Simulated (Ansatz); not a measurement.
CF2 (SMILES F[C]F, charge +1) moved off its minimum; all values from Ansatz (a first-principles code), cores frozen in correlated methods. Open shells are unrestricted.
(charge 1, multiplicity 2)
```xyz
3

F     -1.04247    -0.22722     0.03566
C     -0.04999     0.39636    -0.03175
F      1.07544    -0.09079    -0.03017
```

Forces at MP2/cc-pVTZ (eV/Å):

| atom | Fx | Fy | Fz |
|---|---|---|---|
| F1 | -2.994 | -1.697 | 0.191 |
| C2 | 3.118 | 1.480 | -0.181 |
| F3 | -0.125 | 0.216 | -0.011 |

Give the forces (eV/Å), the total energy and the dipole at CCSD(T)/cc-pVTZ.


| atom | Fx | Fy | Fz |
|---|---|---|---|
| F1 | -3.108 | -1.786 | 0.200 |
| C2 | 3.053 | 1.663 | -0.191 |
| F3 | 0.055 | 0.123 | -0.010 |
Energy -237.0048 hartree.
